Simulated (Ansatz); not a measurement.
Stepwise reaction of `C#[C][In]([Cl])[Cl]` with hydrogen fluoride, as a gas-phase model of exchange steps in deposition or etching. ΔE in kJ/mol; ΔG adds harmonic PBE0-D4 terms to CCSD(T)/CBS, at 1 bar.

Isolated molecules relaxed with PBE0-D4/def2-TZVP in Ansatz; ΔE leaves out vibrations. CCSD(T)/CBS is the MP2 limit (def2-TZVPP, def2-QZVPP) plus CCSD(T) − MP2 in def2-TZVPP, frozen cores. This one scheme is used for every species. DFT in def2-TZVPP. B3LYP here is the variant with VWN-RPA as its local correlation; programs differ in this. def2 core potentials past Kr. For In outer-core shells are correlated without core-valence functions, which leaves a few kJ/mol of doubt a bond.

```
step                                                  reaction  PBE-D4  B3LYP-D4  ωB97M-V  CCSD(T)/CBS  ΔG(500 K)
   1  `C#[C][In]([Cl])[Cl]` + H–F → `C#[C][In]([F])[Cl]` + HCl    53.1      54.6     56.2         60.3       50.5
   2    `C#[C][In]([F])[Cl]` + H–F → `C#[C][In]([F])[F]` + HCl    54.9      56.2     58.0         61.6       57.6
```

By hand: ΔE of the 2 steps together at CCSD(T)/CBS.

(60.3) + (61.6) = 121.9 kJ/mol, or 61.0 kJ/mol a step.

In ΔE the steps differ by no more than 1.3 kJ/mol. All are uphill at CCSD(T)/CBS. ΔG lies between 50.5 and 57.6 kJ/mol a step. PBE-D4 differs from CCSD(T)/CBS by -7.2 to -6.7 kJ/mol a step. Isolated molecules leave out the surface, adducts and barriers. Largest T1 diagnostic: 0.017.
